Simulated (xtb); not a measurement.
C₄H₅ (SMILES [C]1=CCC1), doublet, geometry from GFN2-xTB. Base run: GFN2-xTB (xtb).

Input for xtb:
```
$ xtb mol.xyz --gfn 2 --uhf 1 --json

# file mol.xyz
9

C     -0.02205061    -0.68473402     0.84115130
C     -0.00826608     0.63490979     0.88350398
C      0.00201276    -0.84177276    -0.65304234
C      0.01874293     0.70825289    -0.63453241
H     -0.01290424     1.39550575     1.63691836
H     -0.88690102    -1.29361008    -1.08611356
H      0.89519009    -1.31321238    -1.05535354
H      0.92842902     1.14581919    -1.04347686
H     -0.86644785     1.16556213    -1.07445758
```

Variants of this job, named by their change:

```tsv
change	ΔE vs base (mEh)	dipole (D)	SCF cycles
base	0.000	1.71	10
etemp = 1000	0.000	1.71	10
file = coord	0.000	1.71	10
alpb = chcl3	-5.263	1.86	11
acc = 0.0001	0.000	1.71	17
acc = 0.1	0.000	1.71	12
```

ALPB and GBSA are two models with their own fitted parameters for each solvent, which aren't always the measured dielectric constant.
